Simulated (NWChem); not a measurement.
## Correlation energy of 1,2,4-triazole (C$_{2}$H$_{3}$N$_{3}$)

```
N
H 1 1.0143
N 1 1.3466 2 120.28
C 3 1.3238 1 102.11 2 180.00
C 1 1.3537 2 129.35 3 180.00
N 5 1.3178 1 109.63 2 180.00
H 4 1.0899 3 121.68 1 180.00
H 5 1.0901 6 126.96 4 180.00
```
Charge 0, spin multiplicity 1.

All runs are NWChem calculations. The geometry was optimised at B3LYP/def2-SVP, a minimum by its harmonic frequencies.

Basis set: STO-3G. Each correlation energy counts from its own Hartree-Fock reference.

The correlated methods keep 5 core orbitals frozen. Coupled-cluster values serve here as a point of comparison, not as the truth.

```tsv
method	correlation energy (mHa)
CCSDT	-342.6
CCSD	___
SCS-MP2	___
CCSD(T)	-341.6
CCSD+T(CCSD)	-342.1
CR-CCSD[T]	-339.8
CR-CCSD(T)	___
MP2	___
```

Question: Fill in the missing entries.

Answer: 
- CCSD, correlation energy (mHa): -332.6
- SCS-MP2, correlation energy (mHa): -292.5
- CR-CCSD(T), correlation energy (mHa): -339.4
- MP2, correlation energy (mHa): -289.7
